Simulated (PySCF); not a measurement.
Numbering as in the mapped SMILES `[CH2:1]=[CH:2][CH2:3][C:4]#[C:5][CH2:6][C:7]([CH3:8])=[O:9]` (H(Xn): hydrogen on atom n). Ha(C1) is cis to C3; Hb(C1) is trans to C3.

Computed data (PySCF 2.14): GIAO B3LYP/pcSseg-1 shieldings, coordinates at the PBE0-D3(BJ)/def2-SVP level. Averaged over atoms made equivalent by symmetry, fast rotation or ring inversion, in vacuum, relativity neglected, single conformer.

Predict the 2D correlation tables (HSQC, COSY, HMBC).

Results:



HSQC (one-bond C–H):
```tsv
δH	δC
5.92 (H(C2))	143.9 (C2)
5.29 (Ha(C1))	123.7 (C1)
5.21 (Hb(C1))	123.7 (C1)
2.96 (H(C3))	28.3 (C3)
2.96 (H(C6))	36.9 (C6)
2.31 (H(C8))	30.8 (C8)
```

COSY cross peaks (H two or three bonds apart, from the bond graph; peaks can be absent where the dihedral angle is near 90°):
```tsv
δH	δH
5.92 (H(C2))	5.29 (Ha(C1))
5.92 (H(C2))	5.21 (Hb(C1))
5.92 (H(C2))	2.96 (H(C3))
5.29 (Ha(C1))	5.21 (Hb(C1))
```

HMBC (two and three bonds, from the bond graph):
```tsv
δH	δC
5.92 (H(C2))	123.7 (C1), 86.8 (C4), 28.3 (C3)
5.29 (Ha(C1))	143.9 (C2), 28.3 (C3)
5.21 (Hb(C1))	143.9 (C2), 28.3 (C3)
2.96 (H(C3))	143.9 (C2), 123.7 (C1), 86.8 (C4), 80.7 (C5)
2.96 (H(C6))	208.6 (C7), 86.8 (C4), 80.7 (C5), 30.8 (C8)
2.31 (H(C8))	208.6 (C7), 36.9 (C6)
```

References, each an isolated molecule treated in the same way: 1H, 13C against TMS.

Short H···H contacts in this conformer between protons four or more bonds apart (candidates for NOE cross peaks, intensity ∝ r⁻⁶): Ha(C1)···H(C3) 2.44 Å.

Shifts are as computed. Against solution values, carbons near 30 ppm lie about +2 ppm off and those near 130 ppm about +6 ppm. Of 1211 compounds with measured shifts, 218 miss one by over three times the rms of a fit or turn the order of signals round; such compounds aren't used in these exercises.
